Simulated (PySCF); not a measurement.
H3Ti, charge +1, multiplicity 1. Atoms are numbered in the order given.

```xyz
4

Ti     0.0884    -0.1230     0.0000
H     -0.2141     1.6677     0.4096
H     -1.5169    -0.6286     0.0000
H     -0.2141     1.6677    -0.4096
```
Charge +1, spin multiplicity 1.

The structure is a stationary point at ωB97X-D3(BJ)/def2-TZVPD. The spin state was assumed, not searched.

All values below come from B3LYP/pcSseg-2 in PySCF.

GIAO shieldings, no solvent; atoms listed in one row are averaged. δ = σ(ref) − σ: ¹H against TMS (σ = 31.68 ppm), references at their B3LYP-D3(BJ)/def2-TZVP geometries, non-relativistic.

Problem. Estimate the chemical shifts. (The exact figures need the calculation; the answer reports its results.)

Solution. 
```json
[
 {"nucleus": "¹H", "atoms": "H3", "count": "1", "δ (ppm)": "603.47"},
 {"nucleus": "¹H", "atoms": "H4, H2", "count": "2", "δ (ppm)": "-679.31"}
]
```
